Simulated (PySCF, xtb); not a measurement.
Mg(I)(OSiH3) (H3IMgOSi), SMILES [O]([SiH3])[Mg][I].

GFN2-xTB in xtb at its own geometry gives an orbital gap of 2.10 eV and a dipole moment of 3.31 D.

Geometry: B3LYP-D3(BJ)/def2-SVP. The structure was generated by enumeration; whether it is a known compound was not checked. The def2 effective core potentials stand for the cores of I; spin–orbit coupling is left out. Other conformers were not sampled.

Q: What does HF/def2-TZVP in PySCF give? (Estimate from the structure and the level; the computed values follow.)

A: gap 10.73 eV (levels -10.17 and 0.56 eV), dipole 0.18 D.
